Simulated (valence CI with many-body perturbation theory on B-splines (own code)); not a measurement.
# Forbidden lines of Se¹¹⁺

Calculated by relativistic CI+MBPT: five valence electrons over a frozen Dirac-Fock core [Ar], a basis of 7 s, 7 p, 8 d, 6 f, 4 g, 1 h functions for each j, with the one-electron correlation potential Σ1 (screened to all orders), the two-electron term Σ2, the three-electron term Σ3, Breit, model QED; selected single and double excitations, second order for the rest, scaled by the run's own slope (own B-spline code, finite nucleus).

No measured spectrum was set against this ion. As an estimate, terms of the open shell hold to 2 to 4 % of their energy, and close levels can change places. Only levels of the ground parity were solved; by the run's estimate the other parity begins above the list, which can be wrong where configurations are misplaced.

Lines 1 to 50 of 120 in falling wavelength, among levels below 238000 cm⁻¹, chosen from the decays that carry over 1 % of a level's rate. Wavelengths and rates use the calculated energies, so an error of 2000 cm⁻¹ moves a line at 27070 Å by 54 % and its rate by three times that or more. S is in atomic units (e²a₀⁴ for E2 and M2, e²a₀⁶ for E3), for M1 in squared Bohr magnetons. Weak lines are less certain than strong ones. Lines between different terms over intervals too small for the method are left out, as are lines whose strength nearly cancels. Intervals below about 2000 cm⁻¹, as at the head of this list, are uncertain by tens of per cent.

Names give the largest LS component (configuration and term), which can be under half, so a name can repeat, a term be missing and a line seem to break the LS rules; names also repeat where a configuration has a term twice. Letters in brackets count levels of one name in rising energy.

```
λ vac (Å)           Upper           Lower  Type   A (s⁻¹)  S (a.u.)
3.487e+05      3d⁵ ⁴G_9/2      3d⁵ ⁴G_7/2    M1  1.06e-03  1.67e+01
1.983e+05      3d⁵ ⁴G_9/2     3d⁵ ⁴G_11/2    M1  4.48e-03  1.29e+01
1.433e+05      3d⁵ ⁴G_7/2      3d⁵ ⁴G_5/2    M1  1.41e-02  1.23e+01
    75550     3d⁵ ²I_13/2     3d⁵ ²I_11/2    M1  2.69e-02  6.03e+00
    58610      3d⁵ ⁴P_1/2      3d⁵ ⁴P_3/2    M1  2.43e-01  3.62e+00
    31770      3d⁵ ⁴F_3/2      3d⁵ ⁴F_5/2    M1  1.26e+00  5.97e+00
    30770      3d⁵ ⁴D_5/2      3d⁵ ⁴D_7/2    M1  7.64e-01  4.96e+00
    27070      3d⁵ ⁴F_5/2  3d⁵ ²F_7/2 [a]    M1  1.22e+00  5.37e+00
    23920  3d⁵ ²G_9/2 [a]  3d⁵ ²G_7/2 [a]    M1  5.51e-01  2.80e+00
    22420  3d⁵ ²G_7/2 [a]      3d⁵ ²H_9/2    M1  3.41e-01  1.14e+00
    15500  3d⁵ ²F_5/2 [a]      3d⁵ ⁴F_7/2    M1  2.74e+00  2.27e+00
    15220      3d⁵ ⁴F_5/2  3d⁵ ²D_3/2 [a]    M1  2.79e+00  2.19e+00
    14280      3d⁵ ²H_9/2      3d⁵ ⁴F_9/2    M1  2.90e+00  3.13e+00
    12490      3d⁵ ⁴D_1/2      3d⁵ ⁴P_1/2    M1  8.48e+00  1.23e+00
    11570  3d⁵ ²G_9/2 [a]      3d⁵ ²H_9/2    M1  6.10e+00  3.51e+00
    11190      3d⁵ ⁴D_7/2      3d⁵ ⁴P_5/2    M1  4.68e+00  1.94e+00
    10590  3d⁵ ²G_7/2 [a]      3d⁵ ⁴F_5/2    M1  1.34e+00  4.71e-01
    10300      3d⁵ ⁴D_1/2      3d⁵ ⁴P_3/2    M1  4.57e+00  3.70e-01
    10290      3d⁵ ⁴F_3/2  3d⁵ ²D_3/2 [a]    M1  2.81e+00  4.54e-01
    10180      3d⁵ ⁴F_5/2  3d⁵ ²D_5/2 [a]    M1  3.23e-01  7.57e-02
     9377      3d⁵ ⁴D_5/2      3d⁵ ⁴P_3/2    M1  1.11e+00  2.03e-01
     9164      3d⁵ ⁴D_3/2      3d⁵ ⁴P_3/2    M1  7.31e+00  8.34e-01
     8863      3d⁵ ⁴F_7/2  3d⁵ ²D_5/2 [a]    M1  7.20e+00  1.49e+00
     8725  3d⁵ ²G_7/2 [a]      3d⁵ ⁴F_9/2    M1  1.47e+00  2.89e-01
     8621  3d⁵ ²F_5/2 [a]  3d⁵ ²F_7/2 [a]    M1  1.47e+00  2.09e-01
     8218  3d⁵ ²G_9/2 [a]      3d⁵ ⁴F_7/2    M1  2.36e+00  4.86e-01
     8204      3d⁵ ⁴D_5/2      3d⁵ ⁴P_5/2    M1  3.80e+00  4.66e-01
     8041      3d⁵ ⁴D_3/2      3d⁵ ⁴P_5/2    M1  2.79e+00  2.15e-01
     7612  3d⁵ ²G_7/2 [a]  3d⁵ ²F_7/2 [a]    M1  5.86e+00  7.67e-01
     7359      3d⁵ ⁴D_7/2      3d⁵ ⁴G_9/2    M1  8.62e-01  1.02e-01
     7206      3d⁵ ⁴D_7/2      3d⁵ ⁴G_7/2    M1  1.11e+00  1.24e-01
     7149  3d⁵ ²F_5/2 [b]      3d⁵ ⁴F_3/2    M1  6.68e+00  5.43e-01
     6907  3d⁵ ²F_5/2 [a]  3d⁵ ²D_3/2 [a]    M1  3.64e+00  2.67e-01
     6393  3d⁵ ²G_9/2 [a]      3d⁵ ⁴F_9/2    M1  2.71e+00  2.62e-01
     6377  3d⁵ ²F_5/2 [b]      3d⁵ ⁴F_7/2    M1  6.64e+00  3.83e-01
     5836  3d⁵ ²F_5/2 [b]      3d⁵ ⁴F_5/2    M1  1.76e+00  7.80e-02
     5772  3d⁵ ²D_5/2 [a]      3d⁵ ⁴D_5/2    M1  1.92e+00  8.20e-02
     5639  3d⁵ ²F_5/2 [a]  3d⁵ ²D_5/2 [a]    M1  4.19e+01  1.67e+00
     5534      3d⁵ ⁴D_3/2      3d⁵ ⁴G_5/2    M1  5.48e-01  1.38e-02
     5471  3d⁵ ²F_7/2 [b]      3d⁵ ⁴F_5/2    M1  8.35e+00  4.06e-01
     5189  3d⁵ ²G_7/2 [a]  3d⁵ ²D_5/2 [a]    M1  3.26e-01  1.35e-02
     4953      3d⁵ ²H_9/2     3d⁵ ²I_11/2    M1  5.36e+00  2.41e-01
     4927  3d⁵ ²F_7/2 [b]      3d⁵ ⁴F_9/2    M1  1.19e+01  4.22e-01
     4801  3d⁵ ²F_5/2 [b]  3d⁵ ²F_7/2 [a]    M1  4.33e-01  1.07e-02
     4272     3d⁵ ²H_11/2     3d⁵ ²I_13/2    M1  1.33e+01  4.60e-01
     4263  3d⁵ ²F_7/2 [a]      3d⁵ ⁴D_5/2    M1  3.31e+00  7.61e-02
     4218  3d⁵ ²F_5/2 [b]  3d⁵ ²D_3/2 [a]    M1  5.43e+00  9.07e-02
     4043     3d⁵ ²H_11/2     3d⁵ ²I_11/2    M1  2.86e+01  8.41e-01
     3744  3d⁵ ²F_7/2 [a]      3d⁵ ⁴D_7/2    M1  1.06e+00  1.65e-02
     3717      3d⁵ ⁴F_5/2      3d⁵ ⁴D_3/2    M1  4.39e-01  5.01e-03
```
